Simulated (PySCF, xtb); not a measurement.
4,4-dichlorobut-1-ene (C₄H₆Cl₂), SMILES C=CCC(Cl)Cl.

GFN2-xTB in xtb 6.7.1 at its own geometry gives an orbital gap of 5.26 eV and a dipole moment of 2.18 D.

Geometry: ωB97X-D3(BJ)/def2-SVP. The values are those of a single conformer.

### Question
What does PBE/def2-TZVP in PySCF give? (Estimate from the structure and the level; the computed values follow.)

### Answer
gap 5.29 eV (levels -6.75 and -1.46 eV), dipole 1.85 D.
